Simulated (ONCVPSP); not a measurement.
**Before and after: ONCV potential for cerium (Ce)**

ONCVPSP 4.0.1 input, shortened (lines: element, Z, core and valence counts, functional; n l f; lmax; l rc ep ncon nbas qcut; lloc lpopt rc5 dvloc0; l nproj debl; icmod fcfact rcfact), PBE, scalar-relativistic:

```
  Ce 58.00    9    5        4      upf
    1    0    2.00
    2    0    2.00
    2    1    6.00
    3    0    2.00
    3    1    6.00
    3    2   10.00
    4    0    2.00
    4    1    6.00
    4    2   10.00
    4    3    1.00
    5    0    2.00
    5    1    6.00
    5    2    1.00
    6    0    1.00
    3
    0    2.75    0.00    4    9    4.40
    1    1.80    0.00    4    8    5.20
    2    2.25    0.00    4    7    3.60
    3    1.75    0.00    3    7    8.10
    3    5    1.75    0.00
    0    2    3.30
    1    2    3.90
    2    2    2.40
    3    0    2.70
    0    0.00    0.00
```

All-electron outer shells of the reference configuration (PBE, scalar-relativistic, ld1.x):

```
shell  level (eV)  outermost node (bohr)  outermost maximum (bohr)
   4d     -116.41                   0.31                      0.66
   5s      -46.49                   0.75                      1.37
   5p      -29.11                   0.81                      1.55
   4f      -11.28                      –                      0.71
   5d       -8.56                   0.92                      2.12
   6s       -8.49                   1.81                      3.54
```

Change: all radii scaled by about 1.11 (s 3.06, p 2.00, d 2.50, f 1.94 bohr).

Cutoffs: the cutoffs (Ha) at which the residual kinetic energy of the hardest occupied pseudo-wave falls to 1 and 0.1 mHa per electron; they do not see the model core or the augmentation charge, which bear on the density cutoff. Errors are all-electron minus pseudo energies relative to the spin-unpolarised reference configuration.

Question: What does the change do?

Answer: The potential gets softer (32 Ha and 77 Ha → 29 Ha and 32 Ha); both files keep a bound ghost (p, s); of the 4 tests that both files solve, the error grows in 1 and shrinks in 1 by more than 15 % and 0.3 meV (median size 2.7 → 2.1 meV). A larger radius leaves more room for a smooth pseudo-wave, so fewer plane waves are needed.

| quantity | base | changed |
| --- | --- | --- |
| cutoff, loose | 32 Ha | 29 Ha |
| cutoff, tight | 77 Ha | 32 Ha |
| loose cutoff by channel | s 6.0 Ha, p 13 Ha, d 6.2 Ha, f 32 Ha | s 4.8 Ha, p 11 Ha, d 6.1 Ha, f 29 Ha |
| bound ghosts | s, p | s, p |
| GHOST(+) flags under 300 eV | d at 134.5 eV | d at 118.3 eV |
| error for 4f1 5s2 5p6 5d1 6s2, meV [ΔE -6.07 eV] | +0.5 | +0.4 |
| error for 4f1 5s2 5p6 5d1 6s0, meV [ΔE 11.08 eV] | -3.4 | -3.8 |
| error for 4f1 5s2 5p6 5d0 6s0, meV [ΔE 30.26 eV] | +3.6 | +13 |
| error for 4f1 5s2 5p6 5d2 6s1, meV [ΔE -5.18 eV] | -1.9 | -0.5 |

 A true bound ghost makes a file unfit for plane-wave use even where its test errors are small: the radial tests pick states by their node count and pass the ghost by.
